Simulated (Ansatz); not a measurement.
Ansatz (a program for electronic structure) input (RI-MP2/aug-cc-pVTZ):
A basis named .json is the Basis Set Exchange file of that set.

Ansatz 0.2 input:
```yaml
crystal:
  periodic: [false, false, false]
  atoms:
    - {symbol: F, position_ang: [-0.77139751, -1.34902370, -0.00569236]}
    - {symbol: Ge, position_ang: [0.33350928, -0.01141114, 0.04026061]}
    - {symbol: F, position_ang: [-0.65795412, 1.39792948, -0.16685628]}
    - {symbol: H, position_ang: [1.25111665, -0.12071048, -1.17678388]}
    - {symbol: H, position_ang: [0.94075090, 0.04571494, 1.44138200]}
basis:
  gaussian:
    orbitals: aug-cc-pVTZ
    fitting: {mean_field: def2-universal-jkfit, correlation: aug-cc-pVTZ-RIFIT.json}
magnetization: {spin_polarized: false}
correlation: {method: mp2, electrons: outside_noble_gas}
```

End of the output:

```
integrals: 0.17 GiB planned
456 factors; integrals over basis functions are off by at most 1.1e0 eV
495 factors; integrals over basis functions are off by at most 1.3e2 eV
0.41 GiB of device memory are held for the factors and their scratch space
mean field: 0.66 GiB planned
mean field evaluation 1: about -61919.6767 eV, gradient 4.0e1 eV
mean field evaluation 2: about -61921.3290 eV, gradient 2.9e1 eV
mean field evaluation 4: about -61922.3879 eV, gradient 4.6e-1 eV
mean field evaluation 8: about -61922.3890 eV, gradient 2.7e-6 eV
mean field -61922.38904842 eV, -2275.6058250268 hartree, gradient 2.7e-6 eV, S^2 0.000000; 0 other end points of the search recorded, 0 dependent functions left out
16 core orbitals not correlated
reference -61922.38904842 eV, -2275.6058250268 hartree; 10, 10 occupied and 171, 171 virtual orbitals, 495 factors
second order -17.62162537 eV of doubles, -0.00000000 eV of singles
Total energy: -61940.01067380 eV, -2276.2534078149 hartree
```
